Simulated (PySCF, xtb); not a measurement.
C4H9FSi, SMILES C/C=C(\F)[SiH2]C. Other conformers were not sampled.

Harmonic wavenumbers (cm⁻¹) from xtb with GFN2-xTB at its own minimum, in rising order: 30, 102, 120, 129, 179, 216, 277, 419, 448, 476, 581, 681, 710, 758, 769, 825, 828, 839, 994, 1027, 1063, 1140, 1264, 1368, 1399, 1471, 1477, 1479, 1482, 1691, 2232, 2241, 2995, 3010, 3031, 3034, 3041, 3051, 3086.

### Question
What does ωB97X-D3(BJ)/def2-SVP in PySCF give at its own minimum? (Estimate from the structure and the level; the computed values follow.)

### Answer
57, 106, 132, 149, 197, 240, 293, 426, 495, 533, 696, 712, 752, 762, 859, 892, 915, 962, 993, 1059, 1083, 1186, 1284, 1316, 1406, 1441, 1446, 1465, 1473, 1781, 2250, 2253, 3067, 3071, 3144, 3176, 3177, 3190, 3209. Paired by order, the mean absolute difference is 50 cm⁻¹ and the zero-point energies are 71.4 and 73.8 kcal/mol.
